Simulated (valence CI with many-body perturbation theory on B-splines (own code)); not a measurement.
# Co V: calculated level list

Computed by relativistic CI+MBPT: five valence electrons over a frozen Dirac-Fock core [Ar], radial functions for each j: 7 s, 7 p, 8 d, 6 f, 4 g, 1 h, with the one-electron correlation potential Σ1 (screened to all orders), the two-electron term Σ2, the three-electron term Σ3, Breit, model QED; selected single and double excitations, second order for the rest, scaled by the run's own slope (own B-spline code, finite nucleus).

Against 45 measured levels this calculation errs by 4798 cm⁻¹ on average and by 8444 at most. These come from a selection out of Sugar and Corliss, J. Phys. Chem. Ref. Data 10, 1097 (1981). Levels without a partner in it may be off by more, other configurations by 1,000 to 8,000 cm⁻¹. Among the levels kept, up to 2100 cm⁻¹ of a level comes from second order outside the variational space, and about a tenth of that is noise between levels of different J, which matters for small intervals. 1 measured level below the end of the list, from 60532 cm⁻¹ on, found no clear computed partner, and computed levels of the same name lie up to 9163 cm⁻¹ from them.

Levels 181 to 224 of 224, with energies above the lowest level, 3d⁵ ⁶S_5/2. "Leading %" is the weight of the configuration and term that name the level; weights of strongly mixed levels are sums over their largest components and can fall short. In the jj column 3d3/2^4 stands for four electrons in 3d with j = 3/2. Lifetimes count E1, E2, E3, M1 and M2 decay at the calculated energies, and are blank where another channel may lead or the interval is too uncertain; long ones can be off by a factor of two.

```csv
No.,Configuration,Term,J,E (cm⁻¹),Leading %,Leading jj,Lifetime
181,3d⁴4p,²D°,5/2,310710,70,3d3/2^2 3d5/2^2 4p3/2 (27 %),121 ps
182,3d⁴4p,²H°,9/2,310810,80,3d3/2^2 3d5/2^2 4p3/2 (41 %),317 ps
183,3d⁴4p,²F°,5/2,310840,65,3d3/2^2 3d5/2^2 4p3/2 (37 %),167 ps
184,3d⁴4p,²G°,9/2,310990,73,3d3/2^2 3d5/2^2 4p3/2 (28 %),148 ps
185,3d⁴4p,²F°,7/2,311530,87,3d3/2 3d5/2^3 4p3/2 (32 %),180 ps
186,3d⁴4p,⁴G°,5/2,311530,78,3d3/2 3d5/2^3 4p3/2 (34 %),244 ps
187,3d⁴4p,⁴G°,7/2,311770,74,3d3/2^2 3d5/2^2 4p3/2 (36 %),234 ps
188,3d⁴4p,⁴G°,9/2,312200,69,3d3/2^2 3d5/2^2 4p3/2 (34 %),253 ps
189,3d⁴4p,⁴G°,11/2,312590,75,3d3/2 3d5/2^3 4p3/2 (64 %),293 ps
190,3d⁴4p,²I°,13/2,314640,71,3d3/2 3d5/2^3 4p1/2 (47 %),167 ps
191,3d⁴4p,²I°,11/2,314870,94,3d3/2^2 3d5/2^2 4p1/2 (26 %),134 ps
192,3d⁴4p,⁴D°,1/2,315240,89,3d3/2 3d5/2^3 4p1/2 (36 %),259 ps
193,3d⁴4p,⁴D°,3/2,315240,82,3d3/2^2 3d5/2^2 4p1/2 (23 %),248 ps
194,3d⁴4p,⁴D°,5/2,315290,64,3d3/2 3d5/2^3 4p1/2 (35 %),213 ps
195,3d⁴4p,²G°,7/2,315410,82,3d3/2 3d5/2^3 4p3/2 (25 %),180 ps
196,3d⁴4p,²G°,9/2,315550,94,3d3/2^2 3d5/2^2 4p3/2 (37 %),189 ps
197,3d⁴4p,⁴D°,7/2,315800,81,3d3/2^2 3d5/2^2 4p3/2 (26 %),257 ps
198,3d⁴4p,²F°,7/2,316260,84,3d3/2^2 3d5/2^2 4p1/2 (24 %),127 ps
199,3d⁴4p,⁴P°,5/2,316300,68,3d3/2^2 3d5/2^2 4p3/2 (31 %),162 ps
200,3d⁴4p,²K°,13/2,316400,70,3d3/2^2 3d5/2^2 4p3/2 (47 %),330 ps
201,3d⁴4p,²H°,9/2,316570,91,3d5/2^4 4p1/2 (26 %),116 ps
202,3d⁴4p,⁴P°,3/2,317180,79,3d3/2^2 3d5/2^2 4p3/2 (32 %),158 ps
203,3d⁴4p,²H°,11/2,317180,97,3d3/2^2 3d5/2^2 4p3/2 (50 %),111 ps
204,3d⁴4p,²K°,15/2,317370,98,3d3/2^2 3d5/2^2 4p3/2 (53 %),607 ps
205,3d⁴4p,⁴F°,3/2,317590,78,3d3/2 3d5/2^3 4p3/2 (27 %),326 ps
206,3d⁴4p,²F°,5/2,317630,93,3d5/2^4 4p3/2 (28 %),126 ps
207,3d⁴4p,⁴P°,1/2,317790,95,3d3/2 3d5/2^3 4p3/2 (52 %),141 ps
208,3d⁴4p,⁴F°,5/2,317880,82,3d3/2^2 3d5/2^2 4p3/2 (27 %),363 ps
209,3d⁴4p,²P°,1/2,318150,91,3d3/2 3d5/2^3 4p1/2 (31 %),257 ps
210,3d⁴4p,⁴F°,7/2,318190,86,3d3/2^2 3d5/2^2 4p3/2 (27 %),373 ps
211,3d⁴4p,⁴F°,9/2,318460,97,3d3/2 3d5/2^3 4p3/2 (48 %),393 ps
212,3d⁴4p,²P°,3/2,318670,92,3d3/2 3d5/2^3 4p3/2 (44 %),258 ps
213,3d⁴4p,²G°,7/2,320030,92,3d3/2^2 3d5/2^2 4p3/2 (36 %),120 ps
214,3d⁴4p,²G°,9/2,320440,95,3d3/2 3d5/2^3 4p3/2 (28 %),120 ps
215,3d⁴4p,²H°,11/2,321010,94,3d3/2 3d5/2^3 4p3/2 (33 %),120 ps
216,3d⁴4p,²H°,9/2,321590,97,3d3/2^2 3d5/2^2 4p3/2 (49 %),108 ps
217,3d⁴4p,²F°,7/2,322990,94,3d3/2 3d5/2^3 4p3/2 (28 %),198 ps
218,3d⁴4p,²P°,3/2,323150,70,3d3/2 3d5/2^3 4p3/2 (29 %),115 ps
219,3d⁴4p,²P°,1/2,323290,96,3d3/2 3d5/2^3 4p1/2 (27 %),99.7 ps
220,3d⁴4p,²F°,5/2,323430,95,3d3/2^2 3d5/2^2 4p3/2 (35 %),206 ps
221,3d⁴4p,²D°,5/2,323710,94,3d3/2 3d5/2^3 4p3/2 (30 %),117 ps
222,3d⁴4p,²D°,3/2,324470,78,3d3/2^2 3d5/2^2 4p3/2 (28 %),98.2 ps
223,3d⁴4p,²D°,3/2,326170,87,3d3/2 3d5/2^3 4p3/2 (21 %),97.7 ps
224,3d⁴4p,²D°,5/2,326540,87,3d5/2^4 4p1/2 (20 %),94.0 ps
```

Names give the largest LS component (configuration and term), which can be under half, so a name can repeat, a term be missing and a line seem to break the LS rules; names also repeat where a configuration has a term twice.

Where two levels of one J and parity lie close, their mixing, g and order are uncertain.
